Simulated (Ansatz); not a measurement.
Species: [Hf(NH2)4] (charge 0, multiplicity 1).

Problem. Give a relaxed geometry from r2SCAN-D4/def2-SVP run with Ansatz (a quantum-chemistry and plane-wave program).

Solution. Several could match; the one computed here: the end point of this relaxation, one of several conformers.
Cartesian coordinates (Å) in one orientation:
```xyz
13

Hf    -0.006    -0.037    -0.084
N      0.558     1.879     0.400
H      0.972     2.529    -0.269
H      0.431     2.383     1.277
N     -1.328    -0.759     1.313
H     -2.336    -0.889     1.236
H     -1.041    -1.128     2.221
N     -0.888     0.005    -1.938
H     -1.530     0.740    -2.238
H     -0.741    -0.615    -2.733
N      1.636    -1.271    -0.110
H      2.625    -1.023    -0.114
H      1.576    -2.288    -0.048
```
